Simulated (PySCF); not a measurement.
Si(F)(I)2(Me) (CH₃FI₂Si), SMILES C[Si](F)(I)I.

Geometry: B3LYP-D3(BJ)/def2-SVP. The def2 effective core potentials stand for the cores of I; spin–orbit coupling is left out.

Computed with TDA-M06-2X/def2-SVPD in PySCF.

Vertical excitations. The molecule is in vacuum. State labels are in the subgroup Cs.

Question: Estimate the UV-visible absorptions. (Estimate from the structure and the level; the computed values follow.)

Answer: 
```
state  symmetry  energy (eV)  λ (nm)      f                                                                     main pairs
-----  --------  -----------  ------  -----  -----------------------------------------------------------------------------
S1           A"         5.19     239  0.050                                                                 HOMO→LUMO 90 %
S2           A"         5.31     233  0.003                                                               HOMO−1→LUMO 92 %
S3           A'         5.50     225  0.014                                                               HOMO−2→LUMO 90 %
S4           A'         5.69     218  0.005                                                               HOMO−3→LUMO 86 %
S5           A"         6.81     182  0.000                                             HOMO→LUMO+4 60 %, HOMO→LUMO+2 24 %
S6           A'         6.88     180  0.005                                             HOMO→LUMO+1 56 %, HOMO→LUMO+5 10 %
S7           A"         7.01     177  0.022   HOMO−1→LUMO+4 27 %, HOMO−1→LUMO+2 24 %, HOMO−4→LUMO 20 %, HOMO−2→LUMO+1 13 %
S8           A'         7.05     176  0.025  HOMO−1→LUMO+1 45 %, HOMO−2→LUMO+2 14 %, HOMO−2→LUMO+4 10 %, HOMO−1→LUMO+5 7 %
S9           A"         7.14     174  0.027                                             HOMO→LUMO+2 60 %, HOMO→LUMO+4 19 %
S10          A"         7.22     172  0.073   HOMO−4→LUMO 35 %, HOMO−2→LUMO+1 24 %, HOMO−1→LUMO+2 13 %, HOMO−1→LUMO+4 12 %
T1           A"         4.71     263      0                                                                 HOMO→LUMO 93 %
T2           A"         4.96     250      0                                                               HOMO−1→LUMO 90 %
T3           A'         5.10     243      0                                                               HOMO−2→LUMO 88 %
T4           A'         5.28     235      0                                                               HOMO−3→LUMO 84 %
```
Triplets are in the Tamm–Dancoff approximation.
